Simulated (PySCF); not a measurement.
germanium monotelluride cation (GeTe), SMILES [Ge]=[Te] (connectivity only; charge and spin as stated), charge +1, multiplicity 2.

Geometry optimised at PBE0-D3(BJ)/def2-TZVP. The multiplicity is an assumed one; other spin states were not compared. The def2 effective core potentials stand for the cores of Te; spin–orbit coupling is left out.

Level of theory: PySCF with PBE0/def2-TZVPD.

The molecule is in vacuum.

Computed frontier levels, dipole moment:
- α spin, highest occupied and lowest empty level: -13.06 and -8.96 eV
- β spin, highest occupied and lowest empty level: -12.74 and -10.75 eV
- dipole moment about the centre of nuclear charge: 0.504 e·Å
- ⟨S²⟩: 0.759 (pure state 0.75)
